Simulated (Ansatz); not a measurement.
`[CH3][InH][CH2]Cl` and `[CH3][InH][CH3]` differ in one atom or group.

Ansatz, PBE0-D4/def2-TZVP geometries, multiplicity 1. Each molecule was computed in one conformer, which needn't be the lowest.

Elements past krypton have def2 core potentials.

| property | `[CH3][InH][CH2]Cl` |
| --- | --- |
| LUMO energy (PBE0/def2-TZVPP) / eV | -1.31 |
| HOMO energy (PBE0/def2-TZVPP) / eV | -7.05 |
| HOMO–LUMO gap (ωB97M-V/def2-TZVPP) / eV | 9.33 |
| LUMO energy (ωB97M-V/def2-TZVPP) / eV | 0.11 |
| HOMO–LUMO gap (B3LYP/def2-TZVPP) / eV | 5.25 |
| size of the dipole moment (PBE/def2-TZVPP) / D | 1.84 |

Question: Give the same properties after the change, and the shifts. (Best estimate.)

Answer: Ansatz gave: 
| property | `[CH3][InH][CH3]` | shift |
| --- | --- | --- |
| LUMO energy (PBE0/def2-TZVPP) / eV | -1.21 | 0.10 |
| HOMO energy (PBE0/def2-TZVPP) / eV | -7.19 | -0.14 |
| HOMO–LUMO gap (ωB97M-V/def2-TZVPP) / eV | 9.53 | 0.20 |
| LUMO energy (ωB97M-V/def2-TZVPP) / eV | 0.16 | 0.05 |
| HOMO–LUMO gap (B3LYP/def2-TZVPP) / eV | 5.46 | 0.21 |
| size of the dipole moment (PBE/def2-TZVPP) / D | 0.64 | -1.20 |

With PBE0 the HOMO falls by 0.14 eV and the LUMO rises by 0.10 eV, so the gap widens by about 0.24 eV. PBE moves the HOMO by -0.17 eV and ωB97M-V by -0.14 eV. Dipoles are sizes alone; their direction can turn.

B3LYP here is the variant with VWN-RPA as its local correlation; programs differ in this.
